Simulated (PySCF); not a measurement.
# Two probes of the same atoms: core binding energy and nuclear shielding

Compound: C5H12OSi2.
Structure used (PBE0-D3(BJ)/def2-SVP), in Å, numbered top down from 1:
```
atom  x, y, z in Å
C1    -1.5305   -0.5832    0.8111
C2    -1.5675    0.6747   -0.0371
C3    -2.9706    1.2115   -0.2378
O4    -1.0174    0.3976   -1.3201
Si5    0.5268    0.7882   -1.7736
C6     1.7714   -0.0967   -0.7422
C7     2.5889   -0.6906   -0.0494
Si8    3.8100   -1.5881    0.9858
H9    -0.4974   -0.9400    0.9339
H10   -2.1160   -1.3797    0.3265
H11   -1.9545   -0.3955    1.8092
H12   -0.9602    1.4568    0.4633
H13   -2.9521    2.1202   -0.8566
H14   -3.5896    0.4595   -0.7512
H15   -3.4414    1.4539    0.7267
H16    0.6780    0.3686   -3.1894
H17    0.7786    2.2514   -1.6096
H18    4.2329   -2.8365    0.2882
H19    3.1824   -1.9355    2.2938
H20    4.9993   -0.7186    1.2182
```

Binding energies: delta-SCF UKS SCAN, pcX-2 on the ionised atom, pcseg-1 elsewhere, spin-free X2C in PySCF. Shieldings: GIAO PBE0/pcSseg-1, non-relativistic, same geometry.

| atom | isotropic shielding (ppm) |
| --- | --- |
| C1 | 158.4 |
| C2 | 114.4 |
| C6 | 62.3 |
| C7 | 72.7 |

Q: What are the C 1s binding energies of these atoms?

A: 
| atom | environment | C 1s (eV) | isotropic shielding (ppm) |
| --- | --- | --- | --- |
| C6 | alkyne carbon | 289.86 | 62.3 |
| C7 | alkyne carbon | 289.93 | 72.7 |
| C1 | methyl carbon | 290.47 | 158.4 |
| C2 | sp3 carbon bound to oxygen | 292.20 | 114.4 |

Q: Among the listed atoms, is the one with the highest binding energy also the least shielded?

A: No. The highest binding energy is at C2 (292.20 eV, shielding 114.4 ppm), the lowest shielding at C6 (62.3 ppm, 289.86 eV).

By binding energy: C6 < C7 < C1 < C2. By shielding: C6 < C7 < C2 < C1.

Of atoms equivalent by bonding only the ionised one is listed; its partners' own values can differ in this conformer. The unrestricted hole states depart most from a pure doublet (⟨S²⟩ = 0.75; over 0.85 named) for C 1s of C6 (0.86) and C 1s of C7 (0.86), which makes these values less certain. Geometry: PBE0-D3(BJ)/def2-SVP, one conformer, isolated molecule.
